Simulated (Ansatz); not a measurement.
Wavefunction ladder for C$_{3}$H$_{5}$FZn, SMILES `C/C=[C](/F)[ZnH]`

Cartesian coordinates in Å:
```
C -0.2849 1.3177 0.2639
C -0.4457 0.2645 -0.7766
C 0.0015 -0.9797 -0.6456
F -0.2228 -1.8335 -1.6895
Zn 0.9483 -1.7556 0.8626
H -1.2548 1.6983 0.5984
H 0.2445 0.9436 1.1459
H 0.2780 2.1739 -0.1198
H -0.9612 0.5359 -1.6971
H 1.6970 -2.3653 2.0578
```

The species carries charge 0 and has multiplicity 1. For Zn the d shell is correlated and the shells below it are frozen. Scalar relativity is left out up to krypton. All single points use the PBE0-D4/def2-TZVP geometry. Frozen core, restricted reference, Ansatz.

| basis | HF (Eh) | MP2 corr. | CCSD corr. | (T) | CCSD(T) total |
| --- | --- | --- | --- | --- | --- |
| def2-SVP | ? | -0.89823 | ? | ? | ? |
| def2-TZVPP | -1993.78936 | -1.25556 | -1.23686 | -0.04603 | -1995.07225 |
| def2-QZVPP | -1993.84013 | ? | – | – | – |

(1) Fill in the withheld values. (An estimate is asked.)

Results:

(1) The calculation gave: def2-SVP HF (Eh): -1993.28855; def2-SVP CCSD corr.: -0.91489; def2-SVP (T): -0.02765; def2-SVP CCSD(T) total: -1994.23109; def2-QZVPP MP2 corr.: -1.34693.
